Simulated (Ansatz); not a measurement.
**Question.** Name a neutral molecule of C, Ge, O, Si and H with LUMO energy (B3LYP/def2-TZVPP) between -0.15 and 0.15 eV and size of the dipole moment (ωB97M-V/def2-TZVPP) between 1.65 and 1.95 D (Ansatz, PBE0-D4/def2-TZVP geometry).

**Answer.** `O[SiH2][CH2][GeH3]` (-0.07 eV, 1.78 D). Other molecules can fit too; these were computed, each in one conformer that needn't be the lowest.

B3LYP here is the variant with VWN-RPA as its local correlation; programs differ in this.
